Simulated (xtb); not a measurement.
xtb input (GFN2-xTB):

```bash
xtb mol.xyz --gfn 2 --sp --chrg 0 --uhf 0
```
mol.xyz:
```
8

C     -3.13261594    -0.62674951     0.24000424
O     -2.04963595     0.24163908    -0.02318899
Al    -0.38576496     0.11668070    -0.02405405
Br     0.83658969     1.91645348    -0.54777356
Br     0.60626056    -1.83465146     0.49443730
H     -2.79688348    -1.63189345     0.51081357
H     -3.76575679    -0.69652037    -0.64707024
H     -3.72939102    -0.22412167     1.06121478
```

End of the output:

```
         :::::::::::::::::::::::::::::::::::::::::::::::::::::
         ::                     SUMMARY                     ::
         :::::::::::::::::::::::::::::::::::::::::::::::::::::
         :: total energy             -17.159105609789 Eh    ::
         :: gradient norm              0.016409485006 Eh/a0 ::
         :: HOMO-LUMO gap              4.346286614472 eV    ::
         ::.................................................::
         :: SCC energy               -17.255685079826 Eh    ::
         :: -> isotropic ES            0.063261003369 Eh    ::
         :: -> anisotropic ES          0.000694092651 Eh    ::
         :: -> anisotropic XC         -0.014684223426 Eh    ::
         :: -> dispersion             -0.005460189807 Eh    ::
         :: repulsion energy           0.096579470037 Eh    ::
         :: add. restraining           0.000000000000 Eh    ::
         :: total charge              -0.000000000000 e     ::
         :::::::::::::::::::::::::::::::::::::::::::::::::::::

           -------------------------------------------------
          |                Property Printout                |
           -------------------------------------------------

    * Orbital Energies and Occupations

         #    Occupation            Energy/Eh            Energy/eV
      -------------------------------------------------------------
         1        2.0000           -0.8552442             -23.2724
       ...           ...                  ...                  ...
         3        2.0000           -0.7205614             -19.6075
         4        2.0000           -0.6505299             -17.7018
         5        2.0000           -0.5778891             -15.7252
         6        2.0000           -0.5609491             -15.2642
         7        2.0000           -0.5598085             -15.2332
         8        2.0000           -0.5072132             -13.8020
         9        2.0000           -0.4647746             -12.6472
        10        2.0000           -0.4631853             -12.6039
        11        2.0000           -0.4570368             -12.4366
        12        2.0000           -0.4556387             -12.3986
        13        2.0000           -0.4534761             -12.3397
        14        2.0000           -0.4501597             -12.2495
        15        2.0000           -0.4435996             -12.0710 (HOMO)
        16                         -0.2838765              -7.7247 (LUMO)
        17                         -0.1844498              -5.0191
        18                         -0.1190233              -3.2388
        19                         -0.0933234              -2.5395
        20                         -0.0884870              -2.4079
        21                         -0.0527451              -1.4353
        22                         -0.0095970              -0.2611
        23                         -0.0067001              -0.1823
        24                          0.0157593               0.4288
        25                          0.0159772               0.4348
        26                          0.0338335               0.9207
       ...                                ...                  ...
        38                          1.9281813              52.4685
      -------------------------------------------------------------
                  HL-Gap            0.1597231 Eh            4.3463 eV
             Fermi-level           -0.3637380 Eh           -9.8978 eV

     #   Z          covCN         q      C6AA      α(0)
     1   6 C        3.681     0.047    19.992     6.404
     2   8 O        1.585    -0.354    20.014     6.037
     3  13 Al       2.379     0.458    99.111    20.872
     4  35 Br       0.794    -0.149   188.772    22.151
     5  35 Br       0.794    -0.162   189.129    22.172
     6   1 H        0.924     0.051     2.303     2.373
     7   1 H        0.924     0.054     2.268     2.355
     8   1 H        0.924     0.054     2.268     2.355

 Mol. C6AA /au·bohr⁶  :       2544.062389
 Mol. C8AA /au·bohr⁸  :     138522.949552
 Mol. α(0) /au        :         84.719598

Wiberg/Mayer (AO) data.
largest (>0.10) Wiberg bond orders for each atom

 ---------------------------------------------------------------------------
     #   Z sym  total        # sym  WBO       # sym  WBO       # sym  WBO
 ---------------------------------------------------------------------------
     1   6 C    3.938 --     8 H    0.979     7 H    0.979     6 H    0.975
                             2 O    0.954
     2   8 O    2.375 --     3 Al   1.305     1 C    0.954
     3  13 Al   3.881 --     2 O    1.305     4 Br   1.271     5 Br   1.241
     4  35 Br   1.407 --     3 Al   1.271
     5  35 Br   1.388 --     3 Al   1.241
     6   1 H    0.997 --     1 C    0.975
     7   1 H    0.996 --     1 C    0.979
     8   1 H    0.996 --     1 C    0.979
 ---------------------------------------------------------------------------

Topologies differ in total number of bonds
Writing topology from bond orders to xtbtopo.mol

molecular dipole:
                 x           y           z       tot (Debye)
 q only:       -0.704      -0.348       0.111
   full:       -1.571      -0.223       0.095       4.041
molecular quadrupole (traceless):
                xx          xy          yy          xz          yz          zz
 q only:        4.495       3.264      -4.765      -0.985       1.426       0.271
  q+dip:        6.832       1.366     -12.486      -0.371       5.398       5.654
   full:        5.968       2.174     -13.539      -0.530       6.267       7.571

           -------------------------------------------------
          | TOTAL ENERGY              -17.159105609789 Eh   |
          | GRADIENT NORM               0.016409485006 Eh/α |
          | HOMO-LUMO GAP               4.346286614472 eV   |
           -------------------------------------------------

------------------------------------------------------------------------
Note: The following floating-point exceptions are signalling: IEEE_DENORMAL
normal termination of xtb
------------------------------------------------------------------------
 total:
 SCF:
```
